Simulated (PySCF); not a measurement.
**Correlation energy of Pt (platinum, neutral)**

[Xe] 4f14 5d8 6s1 6p1, one real determinant (an excited configuration). Calculation: PySCF 2.14, in x2c-TZVPPall; scalar relativity by spin-free X2C-1e. Frozen: [Kr] 4d10 4f14; 18 electrons correlated.

```json
{"level": "CCSD", "correlation energy (mhartree)": "-460.84"}
{"level": "(T)", "correlation energy (mhartree)": "-13.87"}
{"level": "CCSD(T)", "correlation energy (mhartree)": "-474.71"}
```

Diagnostics: T1 = 0.010, D1 = 0.0427, largest double amplitude 0.039.

The real determinant used has ⟨L²⟩ near 14 against 20 for a pure G term, so it mixes terms. Spin-orbit coupling, absent here, splits the open shell strongly.

Cost of the coupled-cluster step: roughly 27 core-seconds, for 18 correlated electrons.

Iterations:

```
CC2 = 0
CCSD nocc = (np.int64(11), np.int64(7)), nmo = (67, 67)
frozen orbitals [[0, 1, 2, 3, 4, 5, 6, 7, 8, 9, 10, 11, 12, 13, 14, 15, 16, 17, 18, 19, 20, 21, 22, 24, 25, 26, 27, 28, 29, 30], [0, 1, 2, 3, 4, 5, 6, 7, 8, 9, 10, 11, 12, 13, 14, 15, 16, 17, 18, 19, 20, 21, 22, 24, 25, 26, 27, 28, 29, 30]]
max_cycle = 100
direct = 0
conv_tol = 1e-08
conv_tol_normt = 1e-06
diis_space = 8
diis_start_cycle = 0
Init t2, MP2 energy = -0.468852007127995
Init E_corr(UCCSD) = -0.468852007128566
cycle = 1  E_corr(UCCSD) = -0.450587295373516  dE = 0.0182647118  norm(t1,t2) = 0.0632229
cycle = 2  E_corr(UCCSD) = -0.459576226187228  dE = -0.00898893081  norm(t1,t2) = 0.0214269
cycle = 3  E_corr(UCCSD) = -0.459574629202901  dE = 1.59698433e-06  norm(t1,t2) = 0.0129924
cycle = 4  E_corr(UCCSD) = -0.460750152550492  dE = -0.00117552335  norm(t1,t2) = 0.00818967
cycle = 5  E_corr(UCCSD) = -0.460853027915923  dE = -0.000102875365  norm(t1,t2) = 0.0040129
cycle = 6  E_corr(UCCSD) = -0.460751398570552  dE = 0.000101629345  norm(t1,t2) = 0.00177682
cycle = 7  E_corr(UCCSD) = -0.460859642903219  dE = -0.000108244333  norm(t1,t2) = 0.00117379
cycle = 8  E_corr(UCCSD) = -0.460847463186169  dE = 1.21797171e-05  norm(t1,t2) = 0.000636584
cycle = 9  E_corr(UCCSD) = -0.46082721846278  dE = 2.02447234e-05  norm(t1,t2) = 0.000244328
cycle = 10  E_corr(UCCSD) = -0.460837545403157  dE = -1.03269404e-05  norm(t1,t2) = 0.000130994
cycle = 11  E_corr(UCCSD) = -0.460837398208949  dE = 1.47194208e-07  norm(t1,t2) = 7.89746e-05
cycle = 12  E_corr(UCCSD) = -0.460838255145537  dE = -8.56936587e-07  norm(t1,t2) = 3.38622e-05
cycle = 13  E_corr(UCCSD) = -0.460837573722238  dE = 6.81423299e-07  norm(t1,t2) = 1.16055e-05
cycle = 14  E_corr(UCCSD) = -0.460837510566505  dE = 6.31557332e-08  norm(t1,t2) = 4.19856e-06
cycle = 15  E_corr(UCCSD) = -0.460837554568144  dE = -4.40016396e-08  norm(t1,t2) = 1.47203e-06
cycle = 16  E_corr(UCCSD) = -0.460837523042612  dE = 3.15255317e-08  norm(t1,t2) = 5.40876e-07
cycle = 17  E_corr(UCCSD) = -0.460837515895568  dE = 7.14704462e-09  norm(t1,t2) = 2.76027e-07
UCCSD converged
E(UCCSD) = -18410.48625081448  E_corr = -0.4608375158955679
UCCSD(T) correction = -0.0138657300460228
```

The basis was made for the ground configuration and has no added diffuse functions, which can raise the energy of the promoted electron.

The reference is one real determinant that mixes LS terms of this configuration.

This basis was not built for core-valence correlation, so the inner-shell part is incomplete.
